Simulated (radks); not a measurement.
Q: Neutral cerium, configuration [Xe] 4f1 5d1 6s2. Method: scalar-relativistic Kohn-Sham, LDA (Slater exchange, VWN5 correlation), spin-polarised, spherical densities, point nucleus; open shells are filled with parallel spins first (spin-orbit coupling, left out, can overturn this in heavy ions); hard spherical wall at 6 bohr; computed with a radial shooting solver on a logarithmic mesh with Libxc functionals. Some entries of the table are withheld. Estimate them.

orbital,occ.,eigenvalue (eV),<r^2> (bohr^2)
1s down,1,-40226.78,0.0008220
1s up,1,-40226.78,0.0008220
2s up,1,-6439.411,0.01308
2s down,1,-6439.377,0.01308
2p up,3,-5769.675,0.01042
2p down,3,-5769.648,0.01042
3s up,1,-1383.904,0.08896
3s down,1,-1383.626,0.08894
3p up,3,-1170.888,0.08893
3p down,3,-1170.611,0.08890
3d up,5,-867.4755,0.07592
3d down,5,-867.2469,0.07588
4s up,1,-277.5922,0.4590
4s down,1,-276.8365,0.4589
4p up,3,-208.0030,0.5186
4p down,3,-207.2433,0.5185
4d up,5,-107.8266,0.6438
4d down,5,-107.0603,0.6437
5s up,1,-38.2751,2.595
5s down,1,-37.5290,2.598
5p up,3,-20.9533,3.565
5p down,3,-20.2236,3.576
4f up,1,-3.0927,1.638
4f down,0,-2.3229,1.653
5d up,1,-0.9176,7.964
6s up,1,-0.8014,12.79
6s down,1,-0.3612,12.93
5d down,0,-0.3074,8.117
6p up,0,3.7093,14.42
6p down,0,4.0842,14.53
5f up,0,(1),(2)
5f down,0,(3),(4)
7s up,0,18.6967,15.09
7s down,0,19.0975,15.04

A: 
(1) 5f up eigenvalue (eV): 11.4281
(2) 5f up <r^2> (bohr^2): 14.85
(3) 5f down eigenvalue (eV): 11.7966
(4) 5f down <r^2> (bohr^2): 14.99
